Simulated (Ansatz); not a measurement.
`O[SiH](F)[SiH3]` → `O[SiH]` + `F[SiH3]` at 500 K and 1 bar (silylene formation by 1,1-elimination).

Calculated with Ansatz (gas phase, PBE0-D4/def2-TZVP geometries, no zero-point term in ΔE). CCSD(T)/CBS is the MP2 limit (def2-TZVPP, def2-QZVPP) plus CCSD(T) − MP2 in def2-TZVPP, frozen cores. This one scheme is used for every species. Each species was taken in one conformer, which may not be the lowest.

| species | CCSD(T)/CBS energy (Eh) | H − E (kJ/mol) | S (J/(mol·K)) |
| --- | --- | --- | --- |
| `O[SiH](F)[SiH3]` | -756.23815 | 178.6 | 402.9 |
| `O[SiH]` | -365.43832 | 75.8 | 267.5 |
| `F[SiH3]` | -390.72345 | 94.1 | 267.5 |

H − E and S are ideal-gas, rigid-rotor, harmonic terms from PBE0-D4/def2-TZVP, for one conformer and one mirror image of each species. 1 Eh = 2625.50 kJ/mol, R = 8.31446 J/(mol·K).

By hand: ΔE, ΔH, ΔS and ΔG.

ΔE = (-365.43832) + (-390.72345) − (-756.23815) = 0.07638 Eh = 200.5 kJ/mol. Δ(H − E) = 75.8 + 94.1 − 178.6 = -8.7, so ΔH = 191.8 kJ/mol. ΔS = 267.5 + 267.5 − 402.9 = 132.1 J/(mol·K). ΔG = 191.8 − 500 × (132.1)/1000 = 125.8 kJ/mol.

By hand: the equilibrium constant, and the temperature at which ΔG would vanish if ΔH and ΔS stayed fixed.

log₁₀ K = −ΔG/(RT ln 10) = -13.1. ΔG = 0 at ΔH/ΔS = 1452 K.

The number of gas molecules changes by +1, which sets the sign of ΔS. A doubt of 5 kJ/mol in ΔE shifts log₁₀ K by 0.5 here. Other conformers and mirror images would add mixing entropy, several J/(mol·K) or more a flexible species. These are equilibria of isolated gas molecules and say nothing of rates. Largest T1 diagnostic: 0.016 (customary marks: 0.02 for closed shells, 0.045 for open ones).
